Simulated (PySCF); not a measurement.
Ge(H)(NMe2) (C2H7GeN), SMILES C[N](C)[GeH] (connectivity only; charge and spin as stated), neutral, multiplicity 1. Atoms are numbered in the order given.

```xyz
11

Ge     0.0382    -1.0697     0.0000
H     -1.5783    -1.1864     0.0000
N     -0.0130     0.7847     0.0000
C      1.2311     1.5381     0.0000
C     -1.1895     1.6367     0.0000
H      1.3076     2.1975    -0.8960
H      1.3076     2.1975     0.8960
H      2.1005     0.8513     0.0000
H     -1.2055     2.3022     0.8952
H     -1.2055     2.3022    -0.8952
H     -2.1085     1.0229     0.0000
```
Charge 0, spin multiplicity 1.

Coordinates come from a PBE-D3(BJ)/def2-SVP optimisation. The structure was generated by enumeration; whether it is a known compound was not checked.

All values below come from PySCF with PBE-D3(BJ)/def2-SVP.

Frequencies are harmonic and unscaled.

```
mode  ν (cm⁻¹)  IR (km/mol)  moving atoms (share of kinetic energy)
----  --------  -----------  --------------------------------------
1          201          2.2                          H 82 %, N 15 %
2          235          0.4                                  H 93 %
3          281          0.1         C 45 %, H 26 %, N 18 %, Ge 11 %
4          322          9.5                          N 48 %, H 45 %
5          332          2.4                 C 47 %, H 29 %, Ge 21 %
6          405          2.0                                  H 97 %
7          555         15.5         C 38 %, H 25 %, N 24 %, Ge 13 %
8          761         35.1                                  H 95 %
9          980         69.5                  C 40 %, H 34 %, N 25 %
10        1031          1.3                          H 70 %, C 26 %
11        1063          0.7                          H 80 %, C 20 %
12        1112          3.9                  H 68 %, C 20 %, N 12 %
13        1195         40.3                  N 58 %, C 29 %, H 14 %
14        1233          6.2                  H 40 %, N 35 %, C 24 %
15        1365          2.3                          H 86 %, C 14 %
16        1391         15.8                          H 83 %, C 17 %
17        1396          0.9                                  H 97 %
18        1409         14.5                                  H 97 %
19        1413         20.4                                  H 97 %
20        1439          1.8                                  H 95 %
21        1805        353.4                                  H 99 %
22        2908         45.8                                  H 97 %
23        2915        125.1                                  H 97 %
24        2965         56.1                           H 91 %, C 9 %
25        2974          7.9                          H 90 %, C 10 %
26        3056          7.2                           H 91 %, C 9 %
27        3086          4.1                           H 91 %, C 9 %
```
